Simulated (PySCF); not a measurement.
## Working out the ionisation energy of Zn

Zn [Ar] 3d10 4s2 (1S) → Zn⁺ [Ar] 3d10 4s1 (2S). Calculation: PySCF 2.14, in aug-cc-pwCVDZ-PP with ECP10MDF; scalar relativity through the core potential. Frozen: nothing. Energies in hartree (1 hartree = 27.21139 eV):

```tsv
part	Zn (lower)	Zn⁺ (upper)
UHF	-225.952597	-225.666231
MP2 opposite-spin	-0.591037	-0.553512
MP2 same-spin	-0.283848	-0.272106
```

Task: What does Hartree-Fock give?

Result: (-225.666231) − (-225.952597) = 0.286366 hartree = 7.792 eV.

Task: What do MP2 and SCS-MP2 (6/5 opposite-spin, 1/3 same-spin) give?

Result: The opposite-spin parts differ by 1.021 eV and the same-spin parts by 0.320 eV. MP2: 7.792 + (1.021) + (0.320) = 9.133 eV. SCS-MP2: 7.792 + 1.2 × (1.021) + (0.320)/3 = 9.124 eV.

Measured between the centres of the two terms (NIST): 9.394 eV, so MP2 (valence and next inner shell) is off by -0.261 eV.

A double-zeta basis recovers only part of the correlation energy.

What remains against the reference includes basis incompleteness and correlation beyond second order.
